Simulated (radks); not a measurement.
Problem. All-electron atom: Tm1.5+ in [Xe] 4f12.5 6s1 (fractional occupations, a model configuration). Method: scalar-relativistic Kohn-Sham, LDA (Slater exchange, Perdew-Wang correlation), spin-unpolarised, spherical densities, point nucleus; computed with a radial shooting solver on a logarithmic mesh with Libxc functionals. Some entries of the table are withheld. Estimate them.

orbital,occ.,eigenvalue (hartree),<r> (bohr)
1s,2,(1),0.02002
2s,2,-367.8896,0.08493
2p,6,-325.0082,0.07544
3s,2,-83.10138,(2)
3p,6,-70.11852,(3)
3d,10,(4),0.1999
4s,2,-16.79877,0.4979
4p,6,-12.52887,0.5285
4d,10,-6.85875,0.5712
5s,2,-2.47733,1.220
5p,6,-1.48557,1.446
4f,12.5,(5),0.7755
6s,1,-0.48907,3.296

Solution. 
(1) 1s eigenvalue (hartree): -2177.545
(2) 3s <r> (bohr): 0.2212
(3) 3p <r> (bohr): 0.2205
(4) 3d eigenvalue (hartree): -54.06185
(5) 4f eigenvalue (hartree): -0.66416
